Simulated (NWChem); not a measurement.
Program: NWChem. System: H6GaNO2, charge 0, spin multiplicity 1, displaced from the optimised geometry. The structure started from a generated list of species. Level: BLYP/def2-SVP.

NWChem printed:

```
             Northwest Computational Chemistry Package (NWChem) 7.3.0
             --------------------------------------------------------

                                NWChem Input Module
                                -------------------

 Scaling coordinates for geometry "geometry" by  1.889725989
 (inverse scale =  0.529177249)

 Turning off AUTOSYM since
 SYMMETRY directive was detected!

                             Geometry "geometry" -> ""
                             -------------------------

 Output coordinates in angstroms (scale by  1.889725989 to convert to a.u.)

  No.       Tag          Charge          X              Y              Z
 ---- ---------------- ---------- -------------- -------------- --------------
    1 Ga                  31.0000    -0.33029300    -0.26786200     0.00000000
    2 H                    1.0000    -0.92497600    -1.76149000     0.00000000
    3 O                    8.0000    -0.34588100     0.72899900     1.56548500
    4 H                    1.0000    -1.18863800     0.69096700     2.06358500
    5 O                    8.0000    -0.34588100     0.72899900    -1.56548500
    6 H                    1.0000    -1.18863800     0.69096700    -2.06358500
    7 N                    7.0000     1.79880100    -0.31201300     0.00000000
    8 H                    1.0000     2.21252800    -0.74681600    -0.84847700
    9 H                    1.0000     2.21252800    -0.74681600     0.84847700
   10 H                    1.0000     2.05875500     0.69699800     0.00000000

 Effective nuclear repulsion energy (a.u.)     307.2132131454

            Nuclear Dipole moment (a.u.)
            ----------------------------
        X                 Y               Z
 ---------------- ---------------- ----------------
    -0.0000245664    -0.0000359048     0.0000000000

      Symmetry information
      --------------------

 Group name             Cs
 Group number              2
 Group order               2
 No. of unique centers     7

      Symmetry unique atoms

     1    2    3    4    7    8   10


 Summary of "ao basis" -> "" (spherical)
 ------------------------------------------------------------------------------
       Tag                 Description            Shells   Functions and Types
 ---------------- ------------------------------  ------  ---------------------
 *                          def2-svp                  on all atoms

                                 NWChem DFT Module
                                 -----------------

 Summary of "ao basis" -> "ao basis" (spherical)
 ------------------------------------------------------------------------------
       Tag                 Description            Shells   Functions and Types
 ---------------- ------------------------------  ------  ---------------------
 Ga                         def2-svp                12       32   5s4p3d
 H                          def2-svp                 3        5   2s1p
 O                          def2-svp                 6       14   3s2p1d
 N                          def2-svp                 6       14   3s2p1d

 Summary of "ao basis" -> "ao basis" (spherical)
 ------------------------------------------------------------------------------
       Tag                 Description            Shells   Functions and Types
 ---------------- ------------------------------  ------  ---------------------
 Ga                         def2-svp                12       32   5s4p3d
 H                          def2-svp                 3        5   2s1p
 O                          def2-svp                 6       14   3s2p1d
 N                          def2-svp                 6       14   3s2p1d

      Symmetry analysis of basis
      --------------------------

        a'         64
        a"         40

            General Information
            -------------------
          SCF calculation type: DFT
          Wavefunction type:  closed shell.
          No. of atoms     :    10
          No. of electrons :    60
           Alpha electrons :    30
            Beta electrons :    30
          Charge           :     0
          Spin multiplicity:     1
          Use of symmetry is: on ; symmetry adaption is: on
[...]
    43      0.303922   3 O  pz               62      0.303922   5 O  pz
    42     -0.271247   3 O  py               61      0.271247   5 O  py
    46      0.234371   3 O  pz               65      0.234371   5 O  pz
    45     -0.206196   3 O  py               64      0.206196   5 O  py
    41      0.187453   3 O  px               60     -0.187453   5 O  px

 Vector   31  Occ=0.000000D+00  E=-1.399646D-02  Symmetry=a'
              MO Center=  1.8D+00, -3.7D-01,  1.2D-15, r^2= 4.8D+00
   Bfn.  Coefficient  Atom+Function         Bfn.  Coefficient  Atom+Function
  ----- ------------  ---------------      ----- ------------  ---------------
    78      1.273874   7 N  s                91     -0.667738   8 H  s
    96     -0.667738   9 H  s               101     -0.513809  10 H  s
     5     -0.301879   1 Ga s                77      0.289098   7 N  s
    34      0.236633   2 H  s                40      0.195469   3 O  s
    59      0.195469   5 O  s                82      0.166507   7 N  px

 Vector   32  Occ=0.000000D+00  E= 1.252198D-02  Symmetry=a'
              MO Center= -1.1D+00,  5.4D-02, -1.5D-14, r^2= 4.6D+00
   Bfn.  Coefficient  Atom+Function         Bfn.  Coefficient  Atom+Function
  ----- ------------  ---------------      ----- ------------  ---------------
    15      0.603912   1 Ga px                5     -0.497613   1 Ga s
    34      0.412269   2 H  s                40      0.320282   3 O  s
    59      0.320282   5 O  s                78     -0.308851   7 N  s
     4     -0.259639   1 Ga s                53     -0.248221   4 H  s
    72     -0.248221   6 H  s                44     -0.195837   3 O  px

 Vector   33  Occ=0.000000D+00  E= 4.767690D-02  Symmetry=a"
              MO Center= -5.6D-01, -1.6D-01,  2.0D-14, r^2= 6.8D+00
   Bfn.  Coefficient  Atom+Function         Bfn.  Coefficient  Atom+Function
  ----- ------------  ---------------      ----- ------------  ---------------
    17      0.801252   1 Ga pz               40     -0.527190   3 O  s
    59      0.527190   5 O  s                53      0.385841   4 H  s
    72     -0.385841   6 H  s                91     -0.253606   8 H  s
    96      0.253606   9 H  s                84     -0.215582   7 N  pz
    81      0.140492   7 N  pz               45      0.129545   3 O  py

 center of mass
 --------------
 x =  -0.08490811 y =  -0.01088171 z =  -0.00000000

 moments of inertia (a.u.)
 ------------------
         419.392608246090          41.982709753098           0.000000000000
          41.982709753098         580.990644549756           0.000000000000
           0.000000000000           0.000000000000         368.780967875483

     Multipole analysis of the density
     ---------------------------------

     L   x y z        total         alpha         beta         nuclear
     -   - - -        -----         -----         ----         -------
     0   0 0 0     -0.000000    -30.000000    -30.000000     60.000000

     1   1 0 0      1.104157      0.552091      0.552091     -0.000025
     1   0 1 0     -0.574560     -0.287262     -0.287262     -0.000036
     1   0 0 1     -0.000000     -0.000000     -0.000000      0.000000

     2   2 0 0    -16.049165    -89.545133    -89.545133    163.041101
     2   1 1 0     -2.598544     11.384206     11.384206    -25.366956
     2   1 0 1      0.000000      0.000000      0.000000      0.000000
     2   0 2 0    -29.128425    -45.039213    -45.039213     60.950002
     2   0 1 1     -0.000000     -0.000000     -0.000000     -0.000000
     2   0 0 2    -26.931472   -101.257647   -101.257647    175.583822

            General Information
            -------------------
          SCF calculation type: DFT
          Wavefunction type:  closed shell.
          No. of atoms     :    10
          No. of electrons :    60
           Alpha electrons :    30
            Beta electrons :    30
          Charge           :     0
          Spin multiplicity:     1
          Use of symmetry is: on ; symmetry adaption is: on
          Maximum number of iterations: 100
          AO basis - number of functions:   104
                     number of shells:    48
          Convergence on energy requested:  1.00D-06
          Convergence on density requested:  1.00D-05
          Convergence on gradient requested:  5.00D-04

              XC Information
              --------------
                    Becke 1988 Exchange Functional  1.000
              Lee-Yang-Parr Correlation Functional  1.000

             Grid Information
             ----------------
          Grid used for XC integration:  medium
          Radial quadrature: Mura-Knowles
          Angular quadrature: Lebedev.
          Tag              B.-S. Rad. Rad. Pts. Rad. Cut. Ang. Pts.
          ---              ---------- --------- --------- ---------
          Ga                  1.30      112           9.0       590
          H                   0.35       45          12.0       434
          O                   0.60       49          10.0       434
          N                   0.65       49          10.0       434
          Grid pruning is: on
          Number of quadrature shells:   390
          Spatial weights used:  Erf1

          Convergence Information
          -----------------------
          Convergence aids based upon iterative change in
          total energy or number of iterations.
          Levelshifting, if invoked, occurs when the
          HOMO/LUMO gap drops below (HL_TOL):  1.00D-02
          DIIS, if invoked, will attempt to extrapolate
          using up to (NFOCK): 10 stored Fock matrices.

                    Damping( 0%)  Levelshifting(0.5)       DIIS
                  --------------- ------------------- ---------------
          dE  on:    start            ASAP                start
          dE off:    2 iters        100 iters           100 iters

      Screening Tolerance Information
      -------------------------------
          Density screening/tol_rho:  1.00D-10
          AO Gaussian exp screening on grid/accAOfunc:  14
          CD Gaussian exp screening on grid/accCDfunc:  20
          XC Gaussian exp screening on grid/accXCfunc:  20
          Schwarz screening/accCoul:  1.00D-08

                            NWChem DFT Gradient Module
                            --------------------------

  charge          =   0.00
  wavefunction    = closed shell

  Using symmetry

                         DFT ENERGY GRADIENTS

    atom               coordinates                        gradient
                 x          y          z           x          y          z
   1 Ga     -0.624163  -0.506186   0.000000    0.006119   0.000618   0.000000
   2 H      -1.747951  -3.328733   0.000000   -0.002318  -0.003383   0.000000
   3 O      -0.653620   1.377608   2.958338    0.001661   0.000605  -0.000085
   4 H      -2.246200   1.305738   3.899610   -0.003482   0.000957   0.003953
   5 O      -0.653620   1.377608  -2.958338    0.001661   0.000605   0.000085
   6 H      -2.246200   1.305738  -3.899610   -0.003482   0.000957  -0.003953
   7 N       3.399241  -0.589619   0.000000   -0.006181  -0.001631   0.000000
   8 H       4.181072  -1.411278  -1.603389    0.002538  -0.003480  -0.006844
   9 H       4.181072  -1.411278   1.603389    0.002538  -0.003480   0.006844
  10 H       3.890483   1.317135   0.000000    0.000947   0.008232   0.000000

                 ----------------------------------------
                 |  Time  |  1-e(secs)   |  2-e(secs)   |
                 ----------------------------------------
                 |  CPU   |       0.01   |       3.93   |
                 ----------------------------------------
                 |  WALL  |       0.01   |       3.93   |
                 ----------------------------------------

 Task  times  cpu:        9.9s     wall:        9.9s

 Total times  cpu:        9.9s     wall:        9.9s
```

Write an NWChem input that would produce this output.

Several could match; the one computed here: 
```
start mol
memory heap 200 mb stack 800 mb global 1000 mb
geometry units angstroms nocenter noautoz
  Ga    -0.330293    -0.267862     0.000000
  H     -0.924976    -1.761490     0.000000
  O     -0.345881     0.728999     1.565485
  H     -1.188638     0.690967     2.063585
  O     -0.345881     0.728999    -1.565485
  H     -1.188638     0.690967    -2.063585
  N      1.798801    -0.312013     0.000000
  H      2.212528    -0.746816    -0.848477
  H      2.212528    -0.746816     0.848477
  H      2.058755     0.696998     0.000000
  symmetry group Cs
end
basis spherical
  * library def2-svp
end
dft
  xc becke88 lyp
  semidirect memsize 60000000 filesize 0
  iterations 100
  grid medium
end
task dft gradient
```
